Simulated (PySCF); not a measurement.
Telling isomers of C11H12 apart by NMR

Level of theory: geometry from GFN2-xTB, shielding tensors at PBE0/pcSseg-1 (GIAO), in PySCF (rapidly exchanging positions averaged, relativity neglected, one conformer, gas phase).

δ = σ(ref) − σ, references computed at the same level: TMS for ¹H and ¹³C. Where no couplings were computed, multiplicities follow the n + 1 count of equivalent neighbours, and m marks all less simple cases (inequivalent or close neighbours, rings, F or P nearby). Shifts are as computed. Against solution values, carbons near 30 ppm lie about +3 ppm off and those near 130 ppm about +5 ppm. Of 1211 compounds with measured shifts, 218 miss one by over three times the rms of a fit or turn the order of signals round; such compounds aren't used in these exercises.

(1) Tabulate the signals of `C#Cc1cc(C)ccc1CC`, `C=C(C)[C@@H]1Cc2ccccc21` and their relative energies.

(2) What is the quickest way to tell C#Cc1cc(C)ccc1CC from C=C(C)[C@@H]1Cc2ccccc21?

Results:

(1) 
| SMILES | carbon types | δC | δH | E rel. (kcal/mol) |
| --- | --- | --- | --- | --- |
| C#Cc1cc(C)ccc1CC | 4×C 4×CH 1×CH2 2×CH3 | 152.4, 140.8, 140.7, 135.4, 133.7, 124.9, 90.8, 88.2, 33.4, 23.6, 18.8 | 7.71 (s, 1H), 7.42 (m, 1H), 7.42 (m, 1H), 2.98 (s, 1H), 2.88 (q, 2H), 2.46 (s, 3H), 1.28 (t, 3H) | 3.6 |
| C=C(C)[C@@H]1Cc2ccccc21 | 3×C 5×CH 2×CH2 1×CH3 | 155.5, 153.8, 150.2, 133.1, 132.2, 128.3, 127.9, 117.7, 51.4, 38.4, 22.1 | 7.56 (m, 1H), 7.54 (m, 1H), 7.38 (d, 1H), 7.36 (d, 1H), 5.26 (m, 1H), 5.24 (m, 1H), 4.24 (m, 1H), 3.56 (m, 1H), 2.89 (m, 1H), 1.55 (s, 3H) | 0.0 |

Energies are electronic energies at PBE0/pcSseg-1 on these geometries, without zero-point or thermal terms, each for the one conformer computed, which needn't be the lowest.

(2) Both give the same number of carbon signals, but DEPT or the intensities differ. The first has an alkyne carbon (C) at 88.2 ppm, the second a terminal =CH2 carbon at 117.7 ppm. Their most deshielded carbons lie at 152.4 and 155.5 ppm.
